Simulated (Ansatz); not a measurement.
A CCSD(T) single point on C7H4F4 (`Fc1cccc(C(F)(F)F)c1`).

```yaml
crystal:
  periodic: [false, false, false]
  atoms:
    - {symbol: F, position_ang: [-1.259327, -2.290919, 1.649256]}
    - {symbol: C, position_ang: [-0.553733, -1.490956, 0.845405]}
    - {symbol: C, position_ang: [0.460436, -2.035283, 0.081562]}
    - {symbol: C, position_ang: [1.189541, -1.196264, -0.746247]}
    - {symbol: C, position_ang: [0.904500, 0.158606, -0.804710]}
    - {symbol: C, position_ang: [-0.119582, 0.674889, -0.024329]}
    - {symbol: C, position_ang: [-0.468482, 2.132547, -0.118911]}
    - {symbol: F, position_ang: [-0.989422, 2.598241, 1.021962]}
    - {symbol: F, position_ang: [-1.376486, 2.356400, -1.082079]}
    - {symbol: F, position_ang: [0.599124, 2.884226, -0.408837]}
    - {symbol: C, position_ang: [-0.862573, -0.146697, 0.810345]}
    - {symbol: H, position_ang: [0.667416, -3.096168, 0.145227]}
    - {symbol: H, position_ang: [1.990634, -1.604759, -1.350190]}
    - {symbol: H, position_ang: [1.478630, 0.813334, -1.447095]}
    - {symbol: H, position_ang: [-1.660677, 0.242814, 1.428630]}
basis:
  gaussian: {orbitals: def2-SVP}
correlation: {method: ccsd_t}
```

```sh
$ ansatz run in.yaml --threads 2 --pin off --events-out ev --progress --plain --max-ram 22528MiB --backend cuda --devices 0, --max-vram 18GiB
```

Log, shortened:

```
Functional definition: HF
1741 factors; integrals over basis functions are off by at most 1.5e-3 eV
mean field evaluation 1: about -18079.8274 eV, gradient 5.2e1 eV
mean field evaluation 2: about -18080.1060 eV, gradient 5.2e1 eV
mean field evaluation 4: about -18086.0839 eV, gradient 5.2e0 eV
mean field evaluation 8: about -18086.1726 eV, gradient 3.5e-1 eV
mean field evaluation 16: about -18085.7927 eV, gradient 5.2e0 eV
mean field -18086.17338380 eV, -664.6546126059 hartree, gradient 5.9e-6 eV, S^2 0.000000; 0 other end points of the search recorded, 0 dependent functions left out; unrestricted orbitals would lower it
11 core orbitals not correlated: weight in the atoms' cores, before any rotation towards them, 1.000 or more for the frozen orbitals, at most 0.000 for the correlated occupied ones
reference -18086.17338380 eV, -664.6546126059 hartree; 30, 30 occupied and 133, 133 virtual orbitals, 1741 factors
second order -44.22436232 eV of doubles, -0.00000000 eV of singles
cycle   1  -44.03509407 eV  change    1.9e-1 eV  update   1.5e-1
cycle   2  -45.06142723 eV  change    -1.0e0 eV  update   4.5e-2
cycle   3  -45.31409807 eV  change   -2.5e-1 eV  update   2.2e-2
cycle   4  -45.31161779 eV  change    2.5e-3 eV  update   5.8e-3
cycle   5  -45.30839471 eV  change    3.2e-3 eV  update   2.7e-3
cycle   6  -45.30979383 eV  change   -1.4e-3 eV  update   7.3e-4
cycle   7  -45.30973816 eV  change    5.6e-5 eV  update   2.6e-4
cycle   8  -45.30958510 eV  change    1.5e-4 eV  update   7.6e-5
cycle   9  -45.30957799 eV  change    7.1e-6 eV  update   3.1e-5
perturbative correction -1.46161407 eV, -0.0537133264 hartree
Total energy: -18132.94457585 eV, -666.3734222114 hartree
```

Run time 6.5 s (2 threads of an AMD EPYC 7R13 on a shared host and a share of an NVIDIA H100 80 GB); peak host memory 0.92 GiB.

Correlation energy per correlated electron: -0.780 eV. T1 diagnostic: 0.0115.
